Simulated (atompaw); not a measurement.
## What one change does to a pseudopotential (barium (Ba), PAW (atompaw))

```json
{
 "Element": "Ba",
 "Generator": "atompaw 4.2.0.5",
 "Type": "PAW",
 "Functional": "LDA (PW92)",
 "Relativity": "scalar-relativistic",
 "Frozen core": "[Kr] 4d10",
 "Valence charge": "10",
 "Reference configuration": "5s2 5p6 5d0 6s2 6p0",
 "Partial waves": "5s (bound): rc 2.50 bohr; 6s (bound): rc 3.00 bohr; 5p (bound): rc 2.95 bohr; 6p (bound, empty): rc 3.00 bohr; 5d (bound, empty): rc 3.00 bohr; 5d channel at 4.1 Ry: rc 3.00 bohr",
 "Local potential": "bessel scheme, radius 2.35 bohr",
 "Core correction": "smooth core density matched at 2.25 bohr",
 "Augmentation charge": "sinc compensation charge, radius 2.80 bohr; PAW radius 3.00 bohr; waves and projectors: custom polynom gramschmidtortho"
}
```

Change: local potential bessel scheme, radius 1.88 bohr.

Cutoffs: the cutoffs (Ry, on a coarse ladder) from which the occupation-weighted sum of valence levels, in a spherical-Bessel basis at the reference potential, stays within 10 and 1 mRy of its value at 400 Ry; they do not see the model core or the augmentation charge, which bear on the density cutoff.

Problem. What does the change do?

Solution. The potential gets neither clearly harder nor softer (8 Ry and 15 Ry → 8 Ry and 15 Ry); the range in which the s phases agree narrows (upper end at the end of the scan → 2.5); neither file shows a bound ghost.

```tsv
quantity	base	changed
cutoff, loose	8 Ry	8 Ry
cutoff, tight	15 Ry	15 Ry
bound ghosts	none	none
s: phases at 3.01 bohr within 0.05 rad from the reference energy up to (Ry; the scan ends near 5)	to the end of the scan	2.5
p: phases at 3.01 bohr within 0.05 rad from the reference energy up to (Ry; the scan ends near 5)	to the end of the scan	4.8
d: phases at 3.01 bohr within 0.05 rad from the reference energy up to (Ry; the scan ends near 5)	to the end of the scan	to the end of the scan
lowest overlap eigenvalue by channel	s 0.45, p 0.89, d 0.87	s 0.64, p 0.88, d 0.86
```

 The cutoffs see the waves, projectors and local potential, not the compensation charge or the core.
